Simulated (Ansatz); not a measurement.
Species: CF, charge 0, doublet. CF (SMILES [C]F, doublet).
B3LYP-D3(BJ)/def2-TZVP minimum from Ansatz (a program for electronic structure):
```xyz
2

C      0.0000     0.0000    -0.7653
F      0.0000     0.0000     0.5102
```
Charge 0, spin multiplicity 2.

Total energies in cc-pVQZ, 11 correlated electrons, 2 frozen orbitals. Open shells are spin-unrestricted; no spin-orbit coupling. Correlated methods leave the cores frozen. No relativity.

```csv
method,program,energy (Eh),minus CCSDT(Q) (mEh)
HF,Ansatz,-137.23554,410.08
MP2,Ansatz,-137.61831,27.31
CCSD,Ansatz,-137.62975,15.87
CCSD(T),Ansatz,-137.64449,1.13
CCSDT(Q),Ansatz,-137.64562,0.00
```

Rough core times of Ansatz's runs on a shared machine: CCSD(T) 30 s, CCSDT(Q) 30 min.
